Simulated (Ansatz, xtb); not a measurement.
# A geometry optimisation of C2H2In with r2SCAN-D4/def2-SVP

The starting geometry of this gas-phase doublet was built from a drawn formula by distance geometry and a force field; its bonds are those of `[H]/[C]=[CH]/[In]`.

```xyz
5

C    -0.0015   -0.4891   -0.2517
C    -1.1794    0.0168   -0.6263
In   -1.5915    2.2183   -0.1698
H     0.2536   -1.5611   -0.4865
H    -1.8911   -0.5609   -1.1141
```

Predict what it relaxes into with r2SCAN-D4/def2-SVP.

A new bond forms, giving a structure given below by its coordinates. Contacts that close: C1–In3 (3.14 → 2.47 Å).

The energy falls by 0.67 eV over 9 steps:

```json
{"step": "1", "E − E(last) (eV)": "0.671"}
{"step": "2", "E − E(last) (eV)": "0.435"}
{"step": "3", "E − E(last) (eV)": "0.282"}
{"step": "4", "E − E(last) (eV)": "0.166"}
{"step": "5", "E − E(last) (eV)": "0.070"}
{"step": "6", "E − E(last) (eV)": "0.002"}
{"step": "7", "E − E(last) (eV)": "0.000"}
{"step": "8", "E − E(last) (eV)": "0.000"}
{"step": "9", "E − E(last) (eV)": "0.000"}
```

Final geometry (Å):

```xyz
5

C    -0.2884   -0.3709   -0.3590
C    -1.4592   -0.2749   -0.8390
In   -0.9489    1.9767    0.0435
H     0.5972   -0.9727   -0.1509
H    -2.3106   -0.7343   -1.3429
```

From the same start GFN2-xTB reaches the same bonding as this run.

The end wasn't checked by frequencies. Open shells are spin-unrestricted. Atoms past krypton carry core potentials, without spin–orbit terms. Run with Ansatz 0.2.0, 58 s on 1 thread of Arm Neoverse V1, with other jobs on the host.
